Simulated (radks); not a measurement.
Results of a calculation; reference values are marked as such.
Problem. The mean radii <r> (bohr) of the occupied orbitals of an atom or ion are listed with their occupations. Code: a radial shooting solver on a logarithmic mesh with Libxc functionals. Model: Dirac Kohn-Sham, PBE, spin-unpolarised, spherical densities, finite nucleus; Fermi nuclear charge, rms radius of each element as measured or else 0.836 A^(1/3) + 0.57 fm.

| orbital | occ. | <r> |
|---|---|---|
| 1s1/2 | 2 | 0.04700 |
| 2s1/2 | 2 | 0.2098 |
| 2p1/2 | 2 | 0.1812 |
| 2p3/2 | 4 | 0.1848 |
| 3s1/2 | 2 | 0.6241 |
| 3p1/2 | 2 | 0.6398 |
| 3p3/2 | 4 | 0.6505 |
| 3d3/2 | 4 | 0.7319 |
| 3d5/2 | 6 | 0.7372 |
| 4s1/2 | 2 | 2.031 |
| 4p1/2 | 1 | 2.531 |

Name the element and its charge. Open shells, if any, fill j = l - 1/2 first.

Solution. Z = 32, germanium, charge +1: Ge+ in [Ar] 3d10 4s2 4p1. The 1s radius gives Z: for a bare nucleus <r> = (2 gamma + 1)/(2Z) with gamma = sqrt(1 - (Z/c)^2), 0.04601 bohr for Z = 32, and screening makes it slightly larger (0.04700 here). The occupations add up to 31, and the charge is Z minus that.
